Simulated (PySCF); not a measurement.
Excitations are Tamm–Dancoff values on a coarser integration grid. The basis has no diffuse functions, so Rydberg states are missing or too high.

Z-matrix (Å, degrees):
```
Si
H 1 1.4898
H 1 1.4924 2 107.39
Si 1 2.3437 2 111.23 3 -120.27
N 4 1.7290 1 109.29 2 56.34
H 5 1.0090 4 119.27 1 52.70
H 5 1.0098 6 110.14 4 -142.80
H 4 1.4863 5 107.04 6 172.25
H 4 1.4949 8 107.00 5 -124.44
Si 1 2.3446 2 110.10 3 119.87
O 10 1.6597 1 104.76 2 127.66
H 11 0.9614 10 117.29 1 179.71
H 10 1.4922 11 110.85 12 58.11
H 10 1.4922 13 106.57 11 120.70
```
Charge 0, multiplicity 1.

Task: Predict the HOMO–LUMO gap, total energy, brightest of the four lowest singlets (TDA), S1 oscillator strength and S1 excitation (TDA) from PBE-D3(BJ)/def2-TZVP // r2SCAN-D4/def2-TZVP (PySCF).

Result: 
```
Quantity                                             Value
-------------------------------------------  -------------
HOMO–LUMO gap                                      4.45 eV
total energy                                 -1003.4146 Ha
brightest of the four lowest singlets (TDA)        5.65 eV
S1 oscillator strength                               0.021
S1 excitation (TDA)                                4.56 eV
```
